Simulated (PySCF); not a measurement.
C4H7BO3.
SMILES: `OB(O)C1=COCC1`

Torsions of this conformer, `[OH:1][B:2]([OH:3])[C:4]1=[CH:5][O:6][CH2:7][CH2:8]1`: O1–B2–C4–C5 0°, H–O1–B2–O3 180°, H–O3–B2–O1 0°.

The closed-shell ground state was solved at several levels (PySCF, density fitting, gas phase, non-relativistic). The structure is a single GFN2-xTB conformer in the gas phase; no vibrational or solvent corrections.

| level | basis functions | total energy (Eh) | HOMO (eV) | LUMO (eV) | gap (eV) | dipole (D) |
| --- | --- | --- | --- | --- | --- | --- |
| PBE0/pcSseg-1 | 171 | -406.7557 | -6.30 | -0.07 | 6.23 | 0.39 |
| B3LYP/def2-SVPD | 225 | -406.9914 | -6.18 | -0.44 | 5.74 | 0.30 |

Problem. What might B3LYP/pcJ-1 (286 basis functions) give for the same quantities?

Solution. Total energy -407.2765 Eh, HOMO -6.06 eV, LUMO -0.25 eV, gap 5.81 eV, dipole 0.42 D.

Problem. Over all these levels, which gives the widest orbital gap and which the narrowest?

Solution. PBE0/pcSseg-1 (global hybrid, 25 % exact exchange) has the widest, 6.23 eV, and B3LYP/def2-SVPD (global hybrid, 20 % exact exchange) the narrowest, 5.74 eV. Functional and basis both differ between the two, so the spread mixes both effects.

Problem. How far do the dipole and the HOMO energy spread over the levels?

Solution. The dipole runs from 0.30 to 0.42 D (mean 0.37 D) and the HOMO from -6.30 to -6.06 eV.
